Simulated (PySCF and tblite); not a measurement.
Results of a calculation; reference values are marked as such.
C5H6ClNS, numbered as in [CH3:1][S:2][c:3]1[cH:4][nH:5][c:6]([Cl:7])[cH:8]1. The ensemble was built from 60 distance-geometry starts (ETKDG, MMFF94s, GFN2-xTB) and rests on GFN2-xTB geometries. Free energies are B3LYP-D3(BJ)/def2-SVP (IEF-PCM, tetrahydrofuran) single points with GFN2-xTB rigid-rotor and vibrational terms (modes under about 100 cm⁻¹ blended into free rotors). Symmetry numbers and mirror images are counted. Conformers within 2.5 kcal/mol (GFN2-xTB free energy) were kept, 3 at most. GIAO shieldings: B97-2/pcSseg-1 (IEF-PCM, tetrahydrofuran). Shifts are against TMS (¹H), TMS (¹³C) at the same level. Codes: tblite and PySCF.

Torsions listed: C1–S2–C3–C4.

| conformer | shape | point group | mirror pair | ΔE(DFT) | Δ(G−E) at 250 K | δ H4 (ppm) |
| --- | --- | --- | --- | --- | --- | --- |
| 1 | 0° | Cs | no | 0.00 | 0.00 | 6.31 |
| 2 | -178° | Cs | no | 0.54 | -0.15 | 6.64 |

Energies in kcal/mol; the thermal term leaves out symmetry numbers and mirror images.

Task: Work out the weights at 250 K and the ¹H shift of H4 under fast exchange.

Result: RT = 0.497 kcal/mol. Each conformer gets RT ln(σ/g), with σ the rotational symmetry number and g = 2 for a mirror pair: 1: σ = 1, g = 1, G = 0.00 + 0.00 + 0.00 = 0.00, 0.00 above the lowest, exp(−ΔG/RT) = 1.000; 2: σ = 1, g = 1, G = 0.54 − 0.15 + 0.00 = 0.38, 0.38 above the lowest, exp(−ΔG/RT) = 0.462. The sum is 1.462, so the weights are 68.4, 31.6 %. The averaged shift is 6.41 ppm. At 298.15 K it is 6.43 ppm. At 298.15 K the leading conformer alone gives 6.31 ppm and bare DFT energies give 6.41 ppm.

The minima are those of GFN2-xTB; planar forms about aryl–S or allylic bonds may be saddles in DFT.
